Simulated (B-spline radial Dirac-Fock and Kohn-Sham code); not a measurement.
**Characteristic X-ray lines: Hg²²⁺**

System: Hg²²⁺ in the configuration [Kr] 4d10 4f12.

The computed values come from a radial finite-basis atomic code: multi-electron Dirac-Fock with separately optimised hole states, Breit and Lamb-shift corrections added in first order. A line energy is the difference of two single-hole energies; the list is a selection of electric-dipole transitions between resolved j subshells. No correlation.

```csv
line,energy (eV),wavelength (Å)
Kβ2',82565.7,0.15016
Kβ2'',82457.1,0.15036
Kβ1,80265.2,0.15447
Kβ3,79832.8,0.15530
Kα1,70822.3,0.17506
Kα2,68895.8,0.17996
Lγ3,14309.1,0.86647
Lγ2,14200.5,0.87310
Lγ1,13871.5,0.89380
Lγ5,13438.5,0.92260
Lβ3,12008.6,1.0325
Lβ2,11965.6,1.0362
```
